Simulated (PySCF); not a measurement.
C2H6B, SMILES C[B]C (connectivity only; charge and spin as stated), charge +1, multiplicity 1.

Coordinates come from a ωB97X-D3(BJ)/def2-TZVP optimisation. The multiplicity is an assumed one; other spin states were not compared. The isomer is the one that the SMILES or the coordinates give; other isomers of the formula were not compared.

Two levels are set side by side: TDDFT-PBE/def2-SVPD (PySCF) and TDDFT-PBE0/def2-SVPD (PySCF). Vertical, same geometry. The lowest singlet is HOMO→LUMO+1 97 % with PBE and HOMO→LUMO+1 98 % with the other functional; states are paired by order. Differences are taken from unrounded values.

```json
[
 {"quantity": "lowest singlet excitation (eV)", "TDDFT-PBE0": "7.67", "TDDFT-PBE": "7.32", "TDDFT-PBE minus TDDFT-PBE0": "-0.35"},
 {"quantity": "lowest triplet excitation (TDA) (eV)", "TDDFT-PBE0": "6.94", "TDDFT-PBE": "6.65", "TDDFT-PBE minus TDDFT-PBE0": "-0.29"},
 {"quantity": "first bright state (f over 0.05) (eV)", "TDDFT-PBE0": "9.44", "TDDFT-PBE": "8.85", "TDDFT-PBE minus TDDFT-PBE0": "-0.59"},
 {"quantity": "its oscillator strength", "TDDFT-PBE0": "0.77", "TDDFT-PBE": "0.73", "TDDFT-PBE minus TDDFT-PBE0": "-0.04"}
]
```

Functionals without exact exchange tend to place singlet excitations lower, as here. Differences between two approximate levels are no errors against the true value.

Rough cost on one machine, each run with all the roots and properties that it gave: TDDFT-PBE0 against TDDFT-PBE about 2 times.
